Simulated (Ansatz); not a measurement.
C3H4Se can be A, `CC1=C[Se]1`, or B, `[Se]=C1CC1`.

Computed with Ansatz on PBE0-D4/def2-TZVP structures; ΔE is electronic, products minus reactants. CCSD(T)/CBS is the MP2 limit (def2-TZVPP, def2-QZVPP) plus CCSD(T) − MP2 in def2-TZVPP, frozen cores. DFT in def2-TZVPP. B3LYP here is the variant with VWN-RPA as its local correlation; programs differ in this. For Se outer-core shells are correlated without core-valence functions, which leaves a few kJ/mol of doubt a bond. Scalar relativity is left out up to krypton.

A:

Z-matrix (Å, degrees):
```
C
C 1 1.458
H 1 1.093 2 110.2
H 1 1.093 2 110.6 3 -120.8
H 1 1.093 2 110.2 3 118.5
C 2 1.272 1 154.0 3 120.7
Se 2 1.999 1 135.6 3 -59.3
H 6 1.075 2 150.7 1 0.0
```

B:

```xyz
8

Se    1.108    2.235   -0.693
C     0.366    0.737   -0.228
C     0.486   -0.703   -0.044
C    -0.817    0.035    0.251
H     1.078   -1.063    0.791
H     0.537   -1.328   -0.931
H    -1.650   -0.089   -0.434
H    -1.108    0.175    1.288
```

**Question.** Which isomer does CCSD(T)/CBS put lower? Give the gap. (Best estimate.)

**Answer.** Computed: B, by 13.9 kJ/mol.

**Question.** Give E(B) − E(A) in kJ/mol with B3LYP, BLYP-D4, PBE0-D4, HF/def2-TZVPP, r2SCAN-D4, B2PLYP, CCSD(T)/def2-TZVPP. (Best estimate.)

**Answer.** Ansatz gave: B3LYP -16.6, BLYP-D4 -12.7, PBE0-D4 -23.0, HF/def2-TZVPP -18.0, r2SCAN-D4 -24.3, B2PLYP -15.4, CCSD(T)/def2-TZVPP -16.6. None reverses the order clearly.

**Question.** Does the order hold for the free energy at 298.15 K (harmonic terms from PBE0-D4)? (Estimate.)

**Answer.** Computed: Yes: G(B) − G(A) = -6.8 kJ/mol.

Largest T1 diagnostic: 0.015.

Leaving LDA and LC-ωPBE aside and taking each functional with its dispersion term where it has one, the values, not all of them listed here, spread over 11.9 kJ/mol, from B97M-V to BLYP-D4. LDA lies −7.1 kJ/mol from PBE without D4. At CCSD(T), def2-SVP lies −22.0 kJ/mol from the extrapolated value and def2-TZVPP −2.7 kJ/mol.
